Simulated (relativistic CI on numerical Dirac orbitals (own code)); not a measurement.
## Radial parameters of Gd XII

Method of calculation: Dirac-Coulomb-Breit CI, orbitals from a KLI potential per configuration, model QED (radiative potential, 1s self-energy scaled to tabulated hydrogen-like ionisation energies), unscaled Slater integrals (own radial code, finite nucleus).

Slater integrals F^k, G^k are unscaled and averaged over j, outside the closed core [Kr] 4d10; ζ comes from projecting the Hamiltonian with its Breit term on Σ l·s of the shell.

- 4f5 5s2: F^2(4f,4f) = 140640, F^4(4f,4f) = 89588, F^6(4f,4f) = 64851, ζ(4f) = 1790.4 cm⁻¹; <r>(4f) = 0.7066, <r^2>(4f) = 0.5968 (bohr units).
- 4f3 5s2 5p2: F^2(4f,4f) = 148370, F^4(4f,4f) = 94873, F^6(4f,4f) = 68790, ζ(4f) = 2039.7, F^2(5p,5p) = 85843, F^2(4f,5p) = 66544, G^2(4f,5p) = 26333, G^4(4f,5p) = 22664, ζ(5p) = 40411 cm⁻¹; <r>(4f) = 0.6759, <r^2>(4f) = 0.5425, <r>(5p) = 1.248, <r^2>(5p) = 1.736 (bohr units).
- 4f4 5s2 5p: F^2(4f,4f) = 144470, F^4(4f,4f) = 92199, F^6(4f,4f) = 66796, ζ(4f) = 1914.2, F^2(4f,5p) = 66244, G^2(4f,5p) = 27066, G^4(4f,5p) = 23085, ζ(5p) = 39114 cm⁻¹; <r>(4f) = 0.691, <r^2>(4f) = 0.5689, <r>(5p) = 1.261, <r^2>(5p) = 1.775 (bohr units).

Averages of the first 8 configurations, taken without configuration mixing, which lowers the lowest level and can move excited configurations by several eV; other configurations of the list can lie among them:

| Configuration | Parity | States | Average energy above the lowest level (eV) |
| --- | --- | --- | --- |
| 4f5 5s2 | odd | 2002 | 9.5 |
| 4f3 5s2 5p2 | odd | 5460 | 32.1 |
| 4f4 5s2 5p | odd | 6006 | 18.2 |
| 4f6 5s | even | 6006 | 30.3 |
| 4f3 5s2 5p 6s | even | 4368 | 106.8 |
| 4f4 5s2 6s | even | 2002 | 90.7 |
| 4f3 5s2 6s2 | odd | 364 | 184.4 |
| 4f4 5s2 7s | even | 2002 | 134.3 |
